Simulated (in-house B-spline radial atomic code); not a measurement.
A radial electron density 4πr²n(r) was computed for an atom or ion in its tabulated ground configuration with a B-spline radial code for spherical atoms; method: non-relativistic r2SCAN, spin-polarised, spherical fractional occupations. Columns: r (bohr), 4πr²n(r) (electrons per bohr), bar.

```
 0.00748   0.1957 #
 0.00875   0.2624 #
  0.0102   0.3485 ##
   0.012   0.4686 ##
   0.014   0.6178 ###
  0.0164   0.8159 ####
  0.0191     1.06 #####
  0.0224    1.383 #######
  0.0262    1.781 #########
  0.0306    2.265 ############
  0.0358    2.854 ###############
  0.0419    3.548 ##################
   0.049    4.334 ######################
  0.0573    5.197 ###########################
   0.067    6.095 ###############################
  0.0784    6.973 ####################################
  0.0917    7.741 ########################################
   0.107    8.297 ###########################################
   0.125     8.56 ############################################
   0.147    8.434 ###########################################
   0.172    7.893 #########################################
   0.201    6.995 ####################################
   0.235    5.865 ##############################
   0.274    4.725 ########################
   0.321    3.749 ###################
   0.375    3.175 ################
   0.439    3.064 ################
   0.513     3.36 #################
     0.6    3.867 ####################
   0.702    4.323 ######################
   0.821    4.494 #######################
    0.96    4.262 ######################
    1.12    3.659 ###################
    1.31    2.804 ##############
    1.54    1.875 ##########
     1.8     1.11 ######
     2.1   0.5714 ###
    2.46   0.2437 #
    2.87  0.08817 
    3.36  0.02518 
    3.93 0.005694
```

Question: Which atom or ion is it?
A. O+
B. C+
C. N+
D. Ne3+

Answer: A. The area under the curve, ∫4πr²n dr = ∫r·4πr²n d(ln r) on this logarithmic grid, is 7 electrons; among the options with that count, the innermost peak, which lies near 1/Z bohr, picks Z = 8. The configuration is [He] 2s2 2p3.
